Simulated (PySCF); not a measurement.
[V(NH3)4]3+ holds V(III), d2, at total charge +3. The structure is a model geometry with rigid ligands and bond lengths from ionic radii, not a minimum; coordination tetrahedral, point group Td, metal–donor distances 1.95 Å.

Method (PySCF 2.14, density fitting): CASSCF(2,5) with orbitals averaged over all microstates of the shell, strongly contracted NEVPT2 on the averaged canonical orbitals; basis x2c-TZVPall on the metal, x2c-SVPall elsewhere; spin-free X2C; gas phase; spin-orbit coupling by state interaction with the mean-field operator over all roots.

CASSCF energies above the lowest CASSCF root:

```
state  CASSCF / cm⁻¹
  3A2              0
  3T2          10865
   1E          14355
  3T1          17316
  1T2          24209
  1A1          24260
  3T1          27719
  1T1          27789
   1E          34588
  1T2          37324
  1A1          58764
```

Q: How does dynamic correlation (SC-NEVPT2) move these states?

A: 
| state | NEVPT2 / cm⁻¹ | shift / cm⁻¹ |
| --- | --- | --- |
| 3A2 | 0 | 0 |
| 3T2 | 11751 | +887 |
| 1E | 12137 | -2217 |
| 3T1 | 17938 | +622 |
| 1T2 | 23100 | -1109 |
| 1A1 | 21428 | -2832 |
| 3T1 | 26835 | -884 |
| 1T1 | 26389 | -1400 |
| 1E | 34286 | -301 |
| 1T2 | 36566 | -759 |
| 1A1 | 52253 | -6511 |

The geometry is a model, and the complex may not exist in this form. NEVPT2 on the d shell alone tends to put d–d bands too high for such charged or covalently bound ions.
